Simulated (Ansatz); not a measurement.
Two isomers of C2H9BOSi: A = `BC(O)[SiH2]C`, B = `CCBO[SiH3]`.

Computed with Ansatz on PBE0-D4/def2-TZVP structures; ΔE is electronic, products minus reactants. CCSD(T)/CBS is the MP2 limit (def2-TZVPP, def2-QZVPP) plus CCSD(T) − MP2 in def2-TZVPP, frozen cores. Functionals use def2-TZVPP. B3LYP here is the variant with VWN-RPA as its local correlation; programs differ in this. One conformer a species, not always the lowest.

Q: Which isomer does CCSD(T)/CBS put lower? Give the gap. (Estimate.)

A: Computed: B, by 277.8 kJ/mol.

Q: Give E(B) − E(A) in kJ/mol with r2SCAN-D4, MP2/def2-TZVPP, CCSD/def2-TZVPP, CCSD(T)/def2-TZVPP, ωB97M-V, B3LYP-D4, PBE-D4. (Estimate.)

A: The calculation gave: r2SCAN-D4 -266.5, MP2/def2-TZVPP -283.6, CCSD/def2-TZVPP -284.7, CCSD(T)/def2-TZVPP -278.9, ωB97M-V -270.7, B3LYP-D4 -274.4, PBE-D4 -248.4. None reverses the order clearly.

Largest T1 diagnostic: 0.012.

The D4 term adds +7.2 kJ/mol with B3LYP and +3.8 kJ/mol with PBE0; it sums over pairs of atoms, weighted by their polarisabilities, and B3LYP, whose exchange is more repulsive, gets the larger term. From PBE to PBE0 (25 % exact exchange), in def2-TZVPP and without D4, E(B) − E(A) moves by −11.8 kJ/mol.
